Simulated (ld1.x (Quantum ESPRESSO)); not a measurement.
**tantalum (Ta), TM: configuration errors across variants**

ld1.x (Quantum ESPRESSO) 7.5 input, shortened:

```
&input
   title='Ta', zed=73., rel=1, dft='PBE', iswitch=3,
   config='[Xe] 4f14 5d3 6s2 6p0'
 /
 &inputp
   pseudotype=2, tm=.true., lloc=1,
   nlcc=.true.
 /
3
6S  1  0   2.00   0.00  2.60  2.60  0.0
5D  3  2   3.00   0.00  2.20  2.20  0.0
6P  2  1   0.00   0.00  1.30  1.30  0.0
 &test
   configts(1)='5d3 6s2 6p0'
 /
```

All-electron excitation energies from the reference (eV): (1) 5d3 6s1 6p0 8.467; (2) 5d3 6s0 6p0 23.439; (3) 5d2 6s0 6p0 47.043; (4) 5d3.5 6s1.5 6p0 0.989; (5) 5d4 6s0 6p0 9.901.

For the base: The 6p radius (1.30 bohr) lies inside the outermost node of the all-electron wave (1.60 bohr), which a nodeless pseudo-wave cannot match soundly.

Tests that are not counted but printed errors over 1 eV. “base”: 5d3 6s0 6p2 (solver errors, printed error -93.8 eV); 5d3 6s0 6p1 (solver errors, printed error -2.6 eV). “wave 6s (bound): rc 2.60 bohr becomes 6s (bound): rc 1.68 bohr”: 5d3.5 6s1.5 6p0 (solver errors, printed error -118 eV); 5d3 6s0 6p2 (solver errors, printed error -93.7 eV); 1 more. “wave 6s (bound): rc 2.60 bohr becomes 6s (bound): rc 2.30 bohr”: 5d3 6s0 6p2 (solver errors, printed error -93.8 eV); 5d3 6s0 6p1 (solver errors, printed error -2.6 eV). “wave 6s (bound): rc 2.60 bohr becomes 6s (bound): rc 2.56 bohr”: 5d3 6s0 6p2 (solver errors, printed error -93.8 eV); 5d3 6s0 6p1 (solver errors, printed error -2.6 eV). “wave 6s (bound): rc 2.60 bohr becomes 6s (bound): rc 3.00 bohr”: 5d3 6s0 6p2 (solver errors, printed error -93.8 eV); 5d3 6s0 6p1 (solver errors, printed error -2.6 eV).

A true bound ghost makes a file unfit for plane-wave use even where its test errors are small: the radial tests pick states by their node count and pass the ghost by. Where a test does run into it, the solver fails or the error is huge.

Errors AE − PS in meV (a dash: test not solved or not reliable):

| change | (1) | (2) | (3) | (4) | (5) | bound ghosts |
| --- | --- | --- | --- | --- | --- | --- |
| base | +9.8 | -46 | -163 | -5.8 | -106 | p (extra level of the local part), s |
| wave 6s (bound): rc 2.60 bohr becomes 6s (bound): rc 1.68 bohr | – | -27 | -250 | – | -36 | s, p (extra level of the local part) |
| wave 6s (bound): rc 2.60 bohr becomes 6s (bound): rc 2.30 bohr | +14 | -41 | -176 | -1.7 | -90 | p (extra level of the local part), s |
| wave 6s (bound): rc 2.60 bohr becomes 6s (bound): rc 2.56 bohr | +10 | -46 | -164 | -5.4 | -104 | p (extra level of the local part), s |
| wave 6s (bound): rc 2.60 bohr becomes 6s (bound): rc 3.00 bohr | +12 | -46 | -181 | -3.2 | -95 | p (extra level of the local part), s |
| wave 6s (bound): rc 2.60 bohr becomes 6s (bound): rc 3.28 bohr | +16 | -49 | -218 | +0.9 | -78 | p (extra level of the local part), s |
| wave 6s (bound): rc 2.60 bohr becomes 6s (bound): rc 3.62 bohr | +21 | -67 | -314 | +8.3 | -47 | p (extra level of the local part), s |
| wave 6s (bound): rc 2.60 bohr becomes 6s (bound): rc 3.92 bohr | +26 | -97 | -427 | +15 | -23 | p (extra level of the local part), s |

(1) Give the same row for: wave 6s (bound): rc 2.60 bohr becomes 6s (bound): rc 1.94 bohr.

Results:

(1) +22, -28, -220, +4.9, -50; bound ghosts: p (extra level of the local part), s. Not counted: 5d3 6s0 6p2 (solver errors, printed error -93.7 eV); 5d3 6s0 6p1 (solver errors, printed error -2.6 eV).
